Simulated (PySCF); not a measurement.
Al(H)(Me)(NCO) (C2H4AlNO), SMILES [CH3][AlH][N]=C=O. Heavy atoms are numbered as in [AlH:1]([CH3:3])[N:7]=[C:8]=[O:9]. Hydrogens are named by the atom that carries them.

Geometry optimised at B3LYP-D3(BJ)/def2-SVP. A frequency run showed that this geometry is not a minimum. The structure was generated by enumeration; whether it is a known compound was not checked. One conformer was computed; it need not be the lowest.

The numbers are results of PBE/def2-TZVP run with PySCF, not measurements.

Atomic charges (e), one atom of each kind:

| atom | meta-Löwdin | Löwdin |
|---|---|---|
| Al1 (AlH) | 0.76 | ? |
| H on Al1 | -0.14 | -0.10 |
| C3 (CH3) | -0.66 | ? |
| H on C3 | 0.14 | 0.15 |
| N7 | -0.48 | ? |
| C8 | 0.44 | -0.37 |
| O9 | -0.34 | 0.19 |

Question: What belongs in the gaps? (An estimate is asked for; the answer gives what the named calculation found.)

Answer: 
- Al1 (AlH), Löwdin: 0.26
- C3 (CH3), Löwdin: -0.50
- N7, Löwdin: 0.08
